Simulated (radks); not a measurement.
Question: These are the eigenvalues of the occupied orbitals of an atom or ion with whole-number occupations (eV). Method: non-relativistic Kohn-Sham, LDA (Slater exchange, Perdew-Wang correlation), spin-unpolarised, spherical densities, point nucleus; computed with a radial shooting solver on a logarithmic mesh with Libxc functionals.

1s: -41086.90
2s: -6444.459
2p: -6110.803
3s: -1398.023
3p: -1251.897
3d: -978.7874
4s: -277.9966
4p: -222.6749
4d: -124.9665
5s: -42.1892
5p: -27.5621
4f: -10.7375
6s: -8.0065

Which element is it, and in what charge state? The configuration may be excited.

Answer: Z = 60, neodymium, charge +1: Nd+ in [Xe] 4f4 6s1. The list shows which subshells hold electrons but not how many an open one holds; the 1s level, -1509.9 hartree, gives Z - s = 55.0 by -(Z - s)^2/2, which with screening narrows Z to a few neighbours, and the depths of the outer levels then fix element, charge and occupations together.
